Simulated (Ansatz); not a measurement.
## A geometry optimisation of BH7SiSn with PBE0-D3(BJ)/def2-SVP

The starting geometry of this gas-phase singlet was optimised with GFN2-xTB.

| atom | x (Å) | y (Å) | z (Å) |
| --- | --- | --- | --- |
| B | -2.3675 | -1.2266 | -0.3136 |
| Si | -2.8089 | 0.2483 | 0.8397 |
| Sn | -0.3217 | -0.4421 | -1.0649 |
| H | -2.4739 | 0.4536 | 2.2621 |
| H | -3.3785 | 1.5689 | 0.5229 |
| H | -3.0517 | -1.3437 | -1.2745 |
| H | -2.1614 | -2.2482 | 0.2521 |
| H | 0.9644 | -1.5153 | -1.3617 |
| H | 0.4964 | 0.6907 | -0.0735 |
| H | -0.2934 | 0.4467 | -2.5141 |

Q: Where would you expect an optimisation with PBE0-D3(BJ)/def2-SVP to take it?

A: A bond breaks, leaving `B[SiH2][SnH3]`. Distances that change by over a tenth: Si2–Sn3 (3.21 → 2.64 Å). Contacts that open: B1–Sn3 (2.32 → 2.99 Å).

The energy falls by 0.62 eV over 29 steps:

```
step  E − E(last) (eV)
   1             0.618
   4             0.086
   7             0.023
  10             0.013
  13             0.008
  17             0.003
  20             0.001
  23             0.000
  26             0.000
  29             0.000
```

Final geometry (Å):

```xyz
10

B    -2.6179   -1.5986   -0.1076
Si   -2.5478    0.2384    0.5079
Sn   -0.2805    0.1115   -0.8308
H    -2.1832    0.5891    1.9111
H    -3.3514    1.3184   -0.1345
H    -3.0510   -1.8486   -1.2079
H    -2.0612   -2.4666    0.5230
H    -0.0016   -1.4214   -1.5459
H     1.0132    0.4328    0.2440
H    -0.3149    1.2772   -2.0847
```

No frequencies were run, so the end isn't proven a minimum. Atoms past krypton carry core potentials, without spin–orbit terms. Run with Ansatz 0.2.0, 37 s on 2 threads of Intel(R) Xeon(R) 6975P-C (Granite Rapids), on a shared host.
